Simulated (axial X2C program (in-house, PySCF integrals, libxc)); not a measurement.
**Worked dissociation energy of ScC: PBE0, scalar-relativistic**

Calculated with an in-house all-electron X2C program for linear molecules (integrals from PySCF). Spin-free means the one-electron spin-free X2C Hamiltonian. Basis: Sc dyall-cv3z [10s11p7d5f2g], C dyall-v3z [7s6p2d1f] (cores contracted in-house); Gaussian nuclei, density fitting, unrestricted open shells. Masses: Sc 44.956 u, C 12.000 u.

Molecular state: M_S = 3/2, Λ = 1 (beyond evenly filled blocks: 2 × σα, π+α, π+β, π-α).

- E(Sc) (2M_S = 1, M_L = 0): -764.009871 hartree
- E(C) (2M_S = 2, M_L = 0): -37.822650 hartree
- E(ScC) at Re: -801.953228 hartree
- ωe: 803.3 cm⁻¹

**Question.** Work out De and D0.

**Answer.** De = -764.009871 + (-37.822650) − (-801.953228) = 0.12071 hartree = 3.285 eV. The zero-point energy is ωe/2 = 402 cm⁻¹ = 0.050 eV, so D0 = 3.235 eV.

Occupations by symmetry block were frozen at the best pattern of an incomplete PBE0 search. De is counted from the lowest determinant-based energies of the atoms at the same level, without counterpoise correction. Other states lie close and PBE0, whose exact exchange favours high spin, may order them wrongly; the determinant shown need not be the ground state. The nearest other spin-free determinant of the search, M_S = 1/2, Λ = 1, lies 0.09 eV up at the distance of the search. The functionals have no current-density term, which raises determinants with orbital currents, atoms included. The determinant is spin-polarised beyond a pure state at some levels (its spin-free form has ⟨S²⟩ too high), which makes Re and μ there less reliable. The stretched end of a curve changes character and is left out.

Each atomic determinant is the lowest at this level and need not be a pure term. Totals compare only within one Hamiltonian and basis.
